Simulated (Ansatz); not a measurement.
Cost and result for the atomization energy of C2H6BN, SMILES `[BH3-][N+]#CC` (10 atoms, 9 bonds).

```xyz
10

B     1.664    0.407    1.185
N     0.437    0.107    0.310
C    -0.475   -0.116   -0.340
C    -1.629   -0.398   -1.159
H     2.612   -0.055    0.590
H     1.710    1.613    1.283
H     1.456   -0.145    2.242
H    -2.218   -1.198   -0.707
H    -2.249    0.495   -1.248
H    -1.309   -0.710   -2.155
```

The species carries charge 0 and has multiplicity 1. The geometry is a stationary point of PBE0-D4/def2-TZVP. Program: Ansatz. Hardware: A = 2 threads of a server CPU on a shared host; B = 2 threads of an AMD EPYC 7R13 on a shared host and a share of an NVIDIA H100 80 GB. Times are those of one run each, without the atoms' runs, and a repeat can differ threefold. Electronic energies, without spin–orbit coupling; frozen cores. CCSD(T)/CBS extrapolates def2-TZVPP and def2-QZVPP, and its time is that of the two runs behind it. T1 = 0.013. B3LYP takes the VWN-RPA correlation (the form of Gaussian; ORCA's B3LYP/G).

CCSD(T)/CBS is a level of theory with its own doubt, some kJ/mol a heavy atom from the limit and from the frozen cores, so smaller differences don't rank the functionals.

```
                                level  functions  wall time
           LDA (SPW92)/def2-TZVPP [A]        208        2 s
             revPBE-D4/def2-TZVPP [A]        208      2.4 s
               BLYP-D4/def2-TZVPP [A]        208      2.9 s
              BHLYP-D4/def2-TZVPP [A]        208      3.8 s
            r2SCANh-D4/def2-TZVPP [A]        208      5.5 s
B3LYP-D4/def2-TZVPP (with forces) [A]        208        6 s
                 CCSD(T)/def2-SVP [A]         86      6.5 s
                B2PLYP/def2-TZVPP [A]        208      6.5 s
               CCSD(T)/def2-TZVPP [B]        208        7 s
              PBE-QIDH/def2-TZVPP [A]        208      7.5 s
               ωB97X-V/def2-TZVPP [A]        208      8.5 s
               CCSD(T)/def2-QZVPP [B]        408       14 s
                    CCSD(T)/CBS(def2)          –       21 s
```

(1) What atomization energy does each give, and how far from CCSD(T)/CBS? (Estimate.)

Answers

(1) Computed: 
```json
{"level": "LDA (SPW92)/def2-TZVPP [A]", "atomization (kJ/mol)": "4411.0", "difference from CCSD(T)/CBS": "581.3", "per bond": "64.6"}
{"level": "revPBE-D4/def2-TZVPP [A]", "atomization (kJ/mol)": "3868.6", "difference from CCSD(T)/CBS": "38.9", "per bond": "4.3"}
{"level": "BLYP-D4/def2-TZVPP [A]", "atomization (kJ/mol)": "3891.8", "difference from CCSD(T)/CBS": "62.1", "per bond": "6.9"}
{"level": "BHLYP-D4/def2-TZVPP [A]", "atomization (kJ/mol)": "3757.1", "difference from CCSD(T)/CBS": "-72.6", "per bond": "-8.1"}
{"level": "r2SCANh-D4/def2-TZVPP [A]", "atomization (kJ/mol)": "3842.1", "difference from CCSD(T)/CBS": "12.4", "per bond": "1.4"}
{"level": "B3LYP-D4/def2-TZVPP (with forces) [A]", "atomization (kJ/mol)": "3883.1", "difference from CCSD(T)/CBS": "53.4", "per bond": "5.9"}
{"level": "CCSD(T)/def2-SVP [A]", "atomization (kJ/mol)": "3680.3", "difference from CCSD(T)/CBS": "-149.4", "per bond": "-16.6"}
{"level": "B2PLYP/def2-TZVPP [A]", "atomization (kJ/mol)": "3839.3", "difference from CCSD(T)/CBS": "9.6", "per bond": "1.1"}
{"level": "CCSD(T)/def2-TZVPP [B]", "atomization (kJ/mol)": "3746.8", "difference from CCSD(T)/CBS": "-82.9", "per bond": "-9.2"}
{"level": "PBE-QIDH/def2-TZVPP [A]", "atomization (kJ/mol)": "3833.1", "difference from CCSD(T)/CBS": "3.4", "per bond": "0.4"}
{"level": "ωB97X-V/def2-TZVPP [A]", "atomization (kJ/mol)": "3852.8", "difference from CCSD(T)/CBS": "23.1", "per bond": "2.6"}
{"level": "CCSD(T)/def2-QZVPP [B]", "atomization (kJ/mol)": "3795.7", "difference from CCSD(T)/CBS": "-34.0", "per bond": "-3.8"}
{"level": "CCSD(T)/CBS(def2)", "atomization (kJ/mol)": "3829.7", "difference from CCSD(T)/CBS": "0.0", "per bond": "0.0"}
```

From PBE to PBE0 (25 % exact exchange), in def2-TZVPP and without D4, the atomization energy moves by −82.6 kJ/mol: exact exchange takes away binding that semilocal exchange gives to molecules. The D4 term adds +20.7 kJ/mol with B3LYP and +10.8 kJ/mol with PBE0; it sums over pairs of atoms, weighted by their polarisabilities, and B3LYP, whose exchange is more repulsive, gets the larger term. Leaving LDA and LC-ωPBE aside and taking each functional with its dispersion term where it has one, the values, not all of them listed here, spread over 206.9 kJ/mol, from BHLYP-D4 to PBE-D4. LDA lies +460.0 kJ/mol from PBE without D4, its usual overbinding.
